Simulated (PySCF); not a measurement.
These are TPSSh-D3(BJ)/def2-TZVP // PBE-D3(BJ)/def2-SVP run with PySCF values and carry that method's errors. Gas-phase values, no solvent. 

Reference species: [Zn(F)(Cl)] (neutral, multiplicity 1).

```json
{
 "dipole_moment": "0.56 D"
}
```

Changed species: [Zn(F)(Br)] (Y = Br; the reference has Y = Cl).

Question: What does the change do to the dipole moment?

Answer: the dipole moment increases by 0.32 D, to 0.88 D.
